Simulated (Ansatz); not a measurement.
`FC(F)C#CC(F)(F)F`. Total charge 0; spin multiplicity 1. Geometry: relaxed with PBE0-D4/def2-TZVP.

```xyz
10

F    -0.160    1.216    2.562
C    -0.954    0.451    1.781
F    -2.094    1.137    1.545
C    -0.279    0.146    0.520
C     0.270   -0.149   -0.501
C     0.942   -0.498   -1.754
F     1.264    0.593   -2.447
F     0.156   -1.255   -2.521
F     2.063   -1.180   -1.518
H    -1.207   -0.460    2.332
```

(1) What is the dipole moment at B3LYP/def2-TZVPP? (Best estimate.)

(2) And with PBE, r2SCAN, ωB97M-V? (Estimate.)

(3) Give the Mulliken charges with B3LYP, ωB97M-V, PBE in def2-TZVPP. (An estimate is asked.)

Results:

(1) Computed: 1.66 D, with components (-0.49, -1.21, 1.03) D in this frame, pointing from negative to positive charge.

(2) Ansatz gave: PBE 1.52 D, r2SCAN 1.59 D, ωB97M-V 1.66 D.

(3) Ansatz gave: 
```tsv
atom	B3LYP	ωB97M-V	PBE
F1	-0.18	-0.17	-0.14
C2	0.30	0.27	0.20
F3	-0.18	-0.17	-0.14
C4	0.00	0.00	0.01
C5	-0.11	-0.09	-0.10
C6	0.53	0.48	0.39
F7	-0.15	-0.14	-0.11
F8	-0.15	-0.14	-0.11
F9	-0.15	-0.14	-0.11
H10	0.10	0.11	0.09
```

B3LYP here is the variant with VWN-RPA as its local correlation; programs differ in this.
